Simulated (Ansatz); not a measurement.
input.yaml

```yaml
crystal:
  periodic: [false, false, false]
  atoms:
    - { symbol: In, position_ang: [1.92943, 1.338378, -0.445655] }
    - { symbol: H, position_ang: [-0.604358, 1.224658, -0.281666] }
    - { symbol: O, position_ang: [-0.578598, 1.28997, -1.298373] }
    - { symbol: O, position_ang: [0.333566, 1.197438, 1.022109] }
    - { symbol: H, position_ang: [-0.632851, -1.268819, -0.691863] }
    - { symbol: P, position_ang: [0.423248, -1.833674, 0.09798] }
    - { symbol: H, position_ang: [-0.972783, 2.160438, -1.504494] }
    - { symbol: H, position_ang: [0.385246, 0.839181, 1.927187] }
    - { symbol: H, position_ang: [0.029566, -3.201425, -0.154565] }
    - { symbol: H, position_ang: [-0.312464, -1.746245, 1.329339] }
basis:
  gaussian: { orbitals: def2-SVP }
hamiltonian:
  xc: blyp
  dispersion: d4
neb:
  order_check: false
  images: 9
  f_tol: 0.05
  max_iterations: 60
  spring: { min: 2.0, max: 10.0 }
  final_atoms:
    - { symbol: In, position_ang: [0.57091376, 2.22317677, 0.31936033] }
    - { symbol: H, position_ang: [-0.0235992, -0.08820153, -2.52719561] }
    - { symbol: O, position_ang: [-0.82116658, 0.93673316, -0.64079281] }
    - { symbol: O, position_ang: [1.01746305, 0.00068269, 1.53447502] }
    - { symbol: H, position_ang: [0.21056108, -0.4220811, -3.18410927] }
    - { symbol: P, position_ang: [0.15842572, -1.49951554, 1.27388116] }
    - { symbol: H, position_ang: [-1.50368033, 1.33111094, -1.22043444] }
    - { symbol: H, position_ang: [1.93188756, -0.20326485, 1.81222227] }
    - { symbol: H, position_ang: [-0.72666912, -0.92108146, 0.29384789] }
    - { symbol: H, position_ang: [-0.81413396, -1.35765907, 2.33874447] }
  initial_path:
    images:
      - { positions_ang: [[1.92943, 1.338378, -0.445655], [-0.604358, 1.224658, -0.281666], [-0.578598, 1.28997, -1.298373], [0.333566, 1.197438, 1.022109], [-0.632851, -1.268819, -0.691863], [0.423248, -1.833674, 0.09798], [-0.972783, 2.160438, -1.504494], [0.385246, 0.839181, 1.927187], [0.029566, -3.201425, -0.154565], [-0.312464, -1.746245, 1.329339]] }
      - { positions_ang: [[1.87487903, 1.29897233, -0.44642169], [-0.58030687, 1.0879543, -0.4226555], [-0.55252434, 1.32125161, -1.35325903], [0.35314424, 1.06070582, 1.09514335], [-0.62352027, -1.08309173, -0.66314719], [0.44136437, -1.74461092, 0.16611227], [-1.04796409, 2.07938935, -1.54258817], [0.44280766, 0.77076428, 2.00424063], [0.01726938, -3.05771081, -0.19248483], [-0.32514712, -1.73372423, 1.35505916]] }
      - { positions_ang: [[1.82032806, 1.25956665, -0.44718839], [-0.55625573, 0.95125059, -0.563645], [-0.52645068, 1.35253322, -1.40814506], [0.37272248, 0.92397365, 1.16817771], [-0.61418953, -0.89736446, -0.63443139], [0.45948074, -1.65554784, 0.23424454], [-1.12314519, 1.99834071, -1.58068234], [0.50036933, 0.70234756, 2.08129427], [0.00497276, -2.91399661, -0.23040467], [-0.33783024, -1.72120346, 1.38077933]] }
      - { positions_ang: [[1.76577709, 1.22016098, -0.44795508], [-0.5322046, 0.81454689, -0.70463449], [-0.50037702, 1.38381484, -1.46303109], [0.39230072, 0.78724147, 1.24121206], [-0.6048588, -0.71163719, -0.60571558], [0.47759711, -1.56648476, 0.3023768], [-1.19832628, 1.91729206, -1.61877651], [0.55793099, 0.63393083, 2.1583479], [-0.00732386, -2.77028242, -0.2683245], [-0.35051335, -1.70868269, 1.40649949]] }
      - { positions_ang: [[1.71122611, 1.18075531, -0.44872177], [-0.50815346, 0.67784318, -0.84562399], [-0.47430336, 1.41509645, -1.51791712], [0.41187897, 0.6505093, 1.31424641], [-0.59552806, -0.52590992, -0.57699977], [0.49571347, -1.47742169, 0.37050907], [-1.27350738, 1.83624341, -1.65687068], [0.61549265, 0.56551411, 2.23540153], [-0.01962047, -2.62656823, -0.30624433], [-0.36319647, -1.69616193, 1.43221965]] }
      - { positions_ang: [[1.65667514, 1.14134963, -0.44948846], [-0.48410233, 0.54113948, -0.98661349], [-0.4482297, 1.44637806, -1.57280315], [0.43145721, 0.51377712, 1.38728077], [-0.58619733, -0.34018265, -0.54828397], [0.51382984, -1.38835861, 0.43864134], [-1.34868847, 1.75519476, -1.69496485], [0.67305432, 0.49709739, 2.31245517], [-0.03191709, -2.48285403, -0.34416417], [-0.37587959, -1.68364116, 1.45793981]] }
      - { positions_ang: [[1.43952287, 1.35771506, -0.29571871], [-0.3920017, 0.41527128, -1.29472991], [-0.52281708, 1.34444908, -1.38640108], [0.54865838, 0.41115823, 1.41671962], [-0.42684565, -0.35656234, -1.07544903], [0.44274902, -1.41058999, 0.6056893], [-1.37968684, 1.670378, -1.60005877], [0.92482097, 0.35702494, 2.21240859], [-0.1708675, -2.17049952, -0.21656175], [-0.46353047, -1.61844474, 1.63410075]] }
      - { positions_ang: [[1.22237059, 1.57408049, -0.14194895], [-0.29990108, 0.28940307, -1.60284634], [-0.59740445, 1.2425201, -1.19999901], [0.66585955, 0.30853935, 1.44615847], [-0.26749396, -0.37294203, -1.60261409], [0.3716682, -1.43282138, 0.77273727], [-1.41068521, 1.58556124, -1.50515269], [1.17658762, 0.21695249, 2.11236201], [-0.3098179, -1.85814501, -0.08895934], [-0.55118134, -1.55324832, 1.81026168]] }
      - { positions_ang: [[1.00521832, 1.79044592, 0.01182081], [-0.20780045, 0.16353487, -1.91096276], [-0.67199183, 1.14059112, -1.01359695], [0.78306071, 0.20592046, 1.47559732], [-0.10814228, -0.38932172, -2.12977915], [0.30058737, -1.45505277, 0.93978523], [-1.44168359, 1.50074447, -1.41024661], [1.42835427, 0.07688005, 2.01231543], [-0.44876831, -1.54579049, 0.03864307], [-0.63883221, -1.48805191, 1.98642261]] }
      - { positions_ang: [[0.78806604, 2.00681135, 0.16559057], [-0.11569982, 0.03766667, -2.21907919], [-0.74657921, 1.03866214, -0.82719488], [0.90026188, 0.10330157, 1.50503617], [0.0512094, -0.40570141, -2.65694421], [0.22950655, -1.47728416, 1.10683319], [-1.47268196, 1.41592771, -1.31534053], [1.68012091, -0.0631924, 1.91226885], [-0.58771871, -1.23343598, 0.16624548], [-0.72648309, -1.42285549, 2.16258354]] }
      - { positions_ang: [[0.57091376, 2.22317677, 0.31936033], [-0.0235992, -0.08820153, -2.52719561], [-0.82116658, 0.93673316, -0.64079281], [1.01746305, 0.00068269, 1.53447502], [0.21056108, -0.4220811, -3.18410927], [0.15842572, -1.49951554, 1.27388116], [-1.50368033, 1.33111094, -1.22043444], [1.93188756, -0.20326485, 1.81222227], [-0.72666912, -0.92108146, 0.29384789], [-0.81413396, -1.35765907, 2.33874447]] }
```

Run as:

```bash
$ ansatz run input.yaml --threads 2 --pin off --max-ram 3072MiB --backend cpu --events-out ev --progress --plain --runs-dir out
```

Hardware: 2 threads of Intel(R) Xeon(R) 6975P-C (Granite Rapids) (shared host).

Task: Roughly how long does this run take, and how much memory?

Result: 7.7 min, with a peak of 0.17 GiB, for 53 band iterations.
